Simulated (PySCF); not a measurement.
HO (SMILES [OH-]), charge -1, singlet, at a GFN2-xTB geometry; WB97X/def2-TZVP (PySCF).

PySCF was given this input:
```python
from pyscf import gto, scf, dft

mol = gto.M(
    atom='''
O    -0.000000   -0.000000   -0.108754
H     0.000000    0.000000    0.870031
''',
    basis='def2-tzvp',
    charge=-1,
    spin=0,
    verbose=4,
)

mf = dft.RKS(mol)
mf.xc = 'wb97x'
mf.kernel()
```

Task: Write the output that PySCF gives for this input, abridged.

Result: 
```
PySCF version 2.14.0

[INPUT] verbose = 4
[INPUT] num. atoms = 2
[INPUT] num. electrons = 10
[INPUT] charge = -1
[INPUT] spin (= nelec alpha-beta = 2S) = 0
[INPUT] symmetry False subgroup None
[INPUT] Mole.unit = angstrom
[INPUT] Symbol           X                Y                Z      unit          X                Y                Z       unit  Magmom
[INPUT]  1 O      0.000000000000   0.000000000000  -0.108754000000 AA    0.000000000000   0.000000000000  -0.205515274951 Bohr   0.0
[INPUT]  2 H      0.000000000000   0.000000000000   0.870031000000 AA    0.000000000000   0.000000000000   1.644120309881 Bohr   0.0

nuclear repulsion = 4.32517630262009
number of shells = 15
number of NR pGTOs = 54
number of NR cGTOs = 37
basis = def2-tzvp
ecp = {}

******** <class 'pyscf.dft.rks.RKS'> ********
method = RKS
initial guess = minao
damping factor = 0
level_shift factor = 0
DIIS = <class 'pyscf.scf.diis.CDIIS'>
diis_start_cycle = 1
diis_space = 8
diis_damp = 0
SCF conv_tol = 1e-09
SCF conv_tol_grad = None
SCF max_cycles = 50
direct_scf = True
direct_scf_tol = 1e-13
XC library pyscf.dft.libxc version 7.1.2
    S. Lehtola, C. Steigemann, M. J. T. Oliveira, and M. A. L. Marques,  SoftwareX 7, 1–5 (2018)
XC functionals = wb97x
    J.-D. Chai and M. Head-Gordon,  J. Chem. Phys. 128, 084106 (2008)
radial grids:
    Treutler-Ahlrichs [JCP 102, 346 (1995); DOI:10.1063/1.469408] (M4) radial grids

becke partition: Becke, JCP 88, 2547 (1988); DOI:10.1063/1.454033
pruning grids: <function nwchem_prune>
grids dens level: 3
symmetrized grids: False
atomic radii adjust function: <function treutler_atomic_radii_adjust>
small_rho_cutoff = 0
Set gradient conv threshold to 3.16228e-05
Initial guess from minao.
tot grids = 23896
init E= -75.5073878570791
  HOMO = -0.4237406352749  LUMO = 0.0815906707526679  gap/eV = 13.75077
cycle= 1 E= -75.5801115089663  delta_E= -0.0727  |g|= 1.01  |ddm|= 0.789
  HOMO = 0.242284279811637  LUMO = 0.419282829533202  gap/eV = 4.81638
cycle= 2 E= -75.4851380450802  delta_E= 0.095  |g|= 1.31  |ddm|= 1.55
  HOMO = -0.00245242586724021  LUMO = 0.381809251352237  gap/eV = 10.45629
cycle= 3 E= -75.7854627480282  delta_E= -0.3  |g|= 0.0395  |ddm|= 0.843
  HOMO = -0.00917868080306045  LUMO = 0.383088702895058  gap/eV = 10.67414
cycle= 4 E= -75.7856834461453  delta_E= -0.000221  |g|= 0.0188  |ddm|= 0.0305
  HOMO = -0.0157923342991429  LUMO = 0.380782126975397  gap/eV = 10.79134
cycle= 5 E= -75.7857304794578  delta_E= -4.7e-05  |g|= 0.00279  |ddm|= 0.00828
  HOMO = -0.0163742855989359  LUMO = 0.380730061103996  gap/eV = 10.80576
cycle= 6 E= -75.7857318094093  delta_E= -1.33e-06  |g|= 0.000222  |ddm|= 0.00161
  HOMO = -0.0163984857198527  LUMO = 0.380687945515852  gap/eV = 10.80527
cycle= 7 E= -75.7857318486201  delta_E= -3.92e-08  |g|= 5.35e-05  |ddm|= 0.000824
  HOMO = -0.0164090537033275  LUMO = 0.380677845516587  gap/eV = 10.80528
cycle= 8 E= -75.7857318513953  delta_E= -2.78e-09  |g|= 9.65e-06  |ddm|= 0.000245
  HOMO = -0.0164125659266701  LUMO = 0.38067559607709  gap/eV = 10.80532
cycle= 9 E= -75.7857318515058  delta_E= -1.1e-10  |g|= 1.04e-06  |ddm|= 5.5e-05
  HOMO = -0.0164126714286956  LUMO = 0.380675390826525  gap/eV = 10.80532
Extra cycle  E= -75.7857318515065  delta_E= -7.11e-13  |g|= 4.44e-07  |ddm|= 2.23e-06
converged SCF energy = -75.7857318515065
```
